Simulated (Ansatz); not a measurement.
Frontier orbitals of C₈H₄Ti, SMILES `C#[C][Ti]([C]#C)([C]#C)[C]#C`.

```xyz
13

C     2.743    1.680    0.241
C     1.709    1.047    0.150
Ti    0.001    0.000    0.000
C    -0.130   -1.293    1.532
C    -0.210   -2.076    2.459
C    -0.014   -1.013   -1.734
C    -0.022   -1.627   -2.785
C    -1.563    1.260    0.052
C    -2.511    2.022    0.084
H     3.651    2.236    0.321
H    -0.281   -2.763    3.273
H    -0.030   -2.165   -3.706
H    -3.342    2.691    0.112
```

Total charge 0; spin multiplicity 1. Correlated methods include outer-core shells of Ti, which these sets cover unevenly. Scalar relativity is left out up to krypton. The geometry is a stationary point of PBE0-D4/def2-TZVP. Basis def2-TZVPP, the Gaussian-basis code of Ansatz.

A caution on the coupled-cluster cation, which keeps the state that its UHF reference found: spin contamination of the cation.

```json
{"functional": "BHLYP", "HOMO (eV)": "-9.12", "LUMO (eV)": "-2.24"}
```

Question: Give HOMO and LUMO (eV) with LDA (SPW92), PBE, revPBE, BLYP, r2SCAN, B97M-V, PBE0, B3LYP, r2SCANh, r2SCAN0, HSE06 (plane-wave form), CAM-B3LYP, LC-ωPBE, ωB97X-V, ωB97M-V, HF. (Estimate.)

Answer: The calculation gave: 
```json
{"functional": "LDA (SPW92)", "HOMO": "-7.22", "LUMO": "-4.36"}
{"functional": "PBE", "HOMO": "-7.01", "LUMO": "-4.12"}
{"functional": "revPBE", "HOMO": "-6.94", "LUMO": "-4.04"}
{"functional": "BLYP", "HOMO": "-6.82", "LUMO": "-3.97"}
{"functional": "r2SCAN", "HOMO": "-7.23", "LUMO": "-4.05"}
{"functional": "B97M-V", "HOMO": "-7.18", "LUMO": "-3.98"}
{"functional": "PBE0", "HOMO": "-8.15", "LUMO": "-3.30"}
{"functional": "B3LYP", "HOMO": "-7.90", "LUMO": "-3.50"}
{"functional": "r2SCANh", "HOMO": "-7.66", "LUMO": "-3.74"}
{"functional": "r2SCAN0", "HOMO": "-8.30", "LUMO": "-3.24"}
{"functional": "HSE06 (plane-wave form)", "HOMO": "-7.75", "LUMO": "-3.67"}
{"functional": "CAM-B3LYP", "HOMO": "-9.45", "LUMO": "-2.29"}
{"functional": "LC-ωPBE", "HOMO": "-10.90", "LUMO": "-1.30"}
{"functional": "ωB97X-V", "HOMO": "-10.46", "LUMO": "-1.27"}
{"functional": "ωB97M-V", "HOMO": "-10.34", "LUMO": "-1.28"}
{"functional": "HF", "HOMO": "-10.64", "LUMO": "0.68"}
```

B3LYP here is the variant with VWN-RPA as its local correlation; programs differ in this. LC-ωPBE has ω = 0.4 bohr⁻¹.
